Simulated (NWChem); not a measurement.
Species: C$_{2}$HF$_{3}$Si; SMILES F[Si](C#C)(F)F

```xyz
7

C      0.0000     0.0000     2.6934
C      0.0000     0.0000     1.4787
Si     0.0000     0.0000    -0.3197
F      1.3456    -0.6397    -0.8930
F     -0.1188     1.4851    -0.8930
F     -1.2268    -0.8454    -0.8930
H      0.0000     0.0000     3.7702
```
Atoms are numbered in this order, from 1.

Program: NWChem. Pople sets run with spherical d functions. The geometry was optimised at PBE0/def2-SVP. Atomic charges in e: unrestrained fits to the electrostatic potential beside Mulliken populations; buried atoms are poorly determined by the fit.

For level B3LYP/def2-SVP:

| Quantity | Result |
|---|---|
| Mulliken C2 | -0.02 |
| ESP Si3 | 1.29 |
| Mulliken Si3 | 1.05 |
| Mulliken F4 | -0.31 |
| Mulliken F5 | -0.31 |

Task: What are these values for level Hartree-Fock/6-31G*?

Result: 
| Item | Value |
|---|---|
| Mulliken C2 | -0.35 |
| ESP Si3 | 1.46 |
| Mulliken Si3 | 1.68 |
| Mulliken F4 | -0.51 |
| Mulliken F5 | -0.51 |
